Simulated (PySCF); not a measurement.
C2H6ClFOSi, SMILES C[C@H](O)[Si@H](F)Cl.

Geometry optimised at PBE0-D3(BJ)/def2-SVP. The structure was generated by enumeration; whether it is a known compound was not checked. Other conformers were not sampled.

Two levels are set side by side: TDDFT-PBE/def2-SVPD (PySCF) and TDDFT-PBE0/def2-SVPD (PySCF). Vertical, same geometry. The lowest singlet is HOMO→LUMO 99 % with PBE and HOMO→LUMO 86 % with the other functional; states are paired by order. Differences are taken from unrounded values.

| quantity | TDDFT-PBE0 | TDDFT-PBE | TDDFT-PBE minus TDDFT-PBE0 |
|---|---|---|---|
| lowest singlet excitation (eV) | 7.07 | 6.18 | -0.89 |
| lowest triplet excitation (TDA) (eV) | 6.74 | 5.95 | -0.79 |

Functionals without exact exchange tend to place singlet excitations lower, as here. Differences between two approximate levels are no errors against the true value.

Rough cost on one machine, each run with all the roots and properties that it gave: TDDFT-PBE0 against TDDFT-PBE about 4 times.
